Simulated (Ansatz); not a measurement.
CrOF₄⁺. The state is a doublet with charge 1. Geometry r2SCAN-D4/def2-SVP; atoms count from 1.

Cartesian coordinates in Å:
```
Cr 0.152 -0.028 0.145
O 0.599 1.346 0.565
F -1.645 0.149 -0.209
F -0.228 -0.839 1.529
F 1.495 -0.812 -0.400
F -0.372 0.183 -1.630
```

In the charge 1 doublet, F3 and F6 lie 1.91 Å apart (atoms count from 1), so these atoms are partly bonded to each other. No other spin state of charge 1 was run.

Question: Estimate the Mulliken populations from the PBE0/def2-TZVP orbitals of Ansatz.

Answer: 
```tsv
atom	charge (e)	spin (α − β)	d electrons
Cr1	1.68	-0.08	3.93
O2	-0.13	0.01	–
F3	-0.09	0.52	–
F4	-0.19	-0.01	–
F5	-0.19	-0.01	–
F6	-0.07	0.57	–
```
Mulliken values and Mayer orders depend strongly on the basis.

Question: Where does the spin sit?

Answer: Summed by element: Cr -0.08, O 0.01, F 1.06, of 1 unpaired in all. Largest on single atoms: F6 0.57, F3 0.52, Cr1 -0.08.

Question: And the Mayer bond orders between bonded heavy atoms (over 0.3)?

Answer: Cr1–O2 2.23 (1.50 Å); Cr1–F3 0.59 (1.84 Å); Cr1–F4 1.08 (1.65 Å); Cr1–F5 1.08 (1.65 Å); Cr1–F6 0.56 (1.86 Å). Values over 0.3 also appear between atoms too far apart for a bond (F3–F6 0.40 at 1.91 Å); they arise where an orbital or an unpaired electron spreads over both atoms.
